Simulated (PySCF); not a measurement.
LiCl, SMILES [Li][Cl].

Geometry: PBE0-D3(BJ)/def2-TZVPD.

These are PySCF with TDDFT-PBE/def2-TZVPD values and carry that method's errors.

Vertical excitations; the highest root listed may be one member of a degenerate set. Gas-phase values at a fixed geometry. State labels are in the subgroup C2v.

| state | symmetry | energy (eV) | λ (nm) | f | main pairs |
|---|---|---|---|---|---|
| S1 | B2 | 3.98 | 312 | 0.020 | HOMO→LUMO (degenerate set) |
| S2 | B1 | 3.98 | 312 | 0.020 | HOMO−1→LUMO (degenerate set) |
| S3 | A1 | 4.67 | 265 | 0.021 | HOMO−2→LUMO 99 % |
| S4 | A2 | 5.65 | 219 | 0.000 | HOMO→LUMO+1, HOMO−1→LUMO+2 (degenerate set) |
| S5 | A1 | 5.65 | 219 | 0.000 | HOMO→LUMO+2, HOMO−1→LUMO+1 (degenerate set) |
| S6 | A2 | 5.69 | 218 | 0.000 | HOMO−1→LUMO+2 50 %, HOMO→LUMO+1 50 % |
| S7 | A1 | 5.98 | 207 | 0.085 | HOMO−1→LUMO+1 47 %, HOMO→LUMO+2 47 % |
| S8 | B2 | 6.30 | 197 | 0.001 | HOMO−2→LUMO+2, HOMO→LUMO+3 (degenerate set) |
| S9 | B1 | 6.30 | 197 | 0.001 | HOMO−2→LUMO+1, HOMO−1→LUMO+3 (degenerate set) |
| S10 | B2 | 6.34 | 195 | 0.095 | HOMO→LUMO+3 64 %, HOMO−2→LUMO+2 35 % |
| T1 | B2 | 3.91 | 317 | 0 | HOMO→LUMO (degenerate set) |
| T2 | B1 | 3.91 | 317 | 0 | HOMO−1→LUMO (degenerate set) |
| T3 | A1 | 4.53 | 274 | 0 | HOMO−2→LUMO 99 % |
| T4 | A1 | 5.44 | 228 | 0 | HOMO→LUMO+2 49 %, HOMO−1→LUMO+1 49 % |
Triplets are in the Tamm–Dancoff approximation, which puts them higher than full response would, so one can lie above its singlet here.
